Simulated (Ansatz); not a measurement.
Reaction (ligand exchange at a Ge–C bond): `C[O][GeH]([F])[C]#N` + CH₃NH₂ → `C[NH][GeH]([F])[O]C` + `C#N`

Computed with Ansatz on PBE0-D4/def2-TZVP structures; ΔE is electronic, products minus reactants. CCSD(T)/CBS adds triple-zeta CCSD(T) − MP2 to the extrapolated MP2 energy (def2 sets, frozen cores). This one scheme is used for every species. Functionals use def2-TZVPP. B3LYP here is the variant with VWN-RPA as its local correlation; programs differ in this. For Ge outer-core shells are correlated without core-valence functions, which leaves a few kJ/mol of doubt a bond. Scalar relativity is left out up to krypton. One conformer a species, not always the lowest.

**Question.** Is it downhill or uphill in electronic energy at CCSD(T)/CBS, and by how much? (Best estimate.)

**Answer.** Ansatz gave: Downhill: ΔE = -0.17 eV.

**Question.** What do these levels give: r2SCAN-D4, B3LYP-D4, ωB97X-V, ωB97M-V, B2PLYP, r2SCAN, HF/def2-TZVPP, CCSD/def2-TZVPP, CCSD(T)/def2-TZVPP, SCS-MP2/def2-QZVPP, HF/CBS(def2), CCSD/CBS(def2)? (Best estimate.)

**Answer.** Computed: r2SCAN-D4 -0.14, B3LYP-D4 -0.15, ωB97X-V -0.15, ωB97M-V -0.14, B2PLYP -0.12, r2SCAN -0.13, HF/def2-TZVPP -0.10, CCSD/def2-TZVPP -0.13, CCSD(T)/def2-TZVPP -0.13, SCS-MP2/def2-QZVPP -0.14, HF/CBS(def2) -0.10, CCSD/CBS(def2) -0.17 eV.

Largest T1 diagnostic among the species: 0.014.

In def2-TZVPP, CCSD(T) changes the Hartree–Fock value by −0.03 eV (the triples alone add +0.00 eV) and MP2 by −0.04 eV. The D4 term adds −0.05 eV with B3LYP and −0.03 eV with PBE0; it sums over pairs of atoms, weighted by their polarisabilities, and B3LYP, whose exchange is more repulsive, gets the larger term.
